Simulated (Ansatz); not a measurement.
Basis-set extrapolation for C2H6FNOSi (`N[Si]1(F)COC1`) (PBE0-D4/def2-TZVP geometry, frozen core, the Gaussian-basis code of Ansatz). Multiplicity 1, RHF reference.

|  | def2-TZVPP | def2-QZVPP |
| --- | --- | --- |
| HF | -597.122467 | -597.146564 |
| MP2 correlation | -1.145074 | -1.235100 |
| CCSD(T) correlation | -1.222007 | not run |

Energies in hartree. Use E(X) = E(∞) + A·exp(−7.88·√X) for Hartree–Fock and E(X) = E(∞) + B·X^(−2.97) for correlation, with X = 3 and 4, and add CCSD(T) minus MP2 of the smaller set to the MP2 limit.

**Question.** What is the CCSD(T) energy at the basis-set limit?

**Answer.** HF limit: -597.146564 + (-0.024097) × 0.13774 = -597.14988. MP2 limit: -1.235100 + (-0.090026) × 0.74074 = -1.30179. Higher-order term: -1.222007 − (-1.145074) = -0.07693. Total: -598.52860 hartree, 483.4 kJ/mol below CCSD(T)/def2-TZVPP.
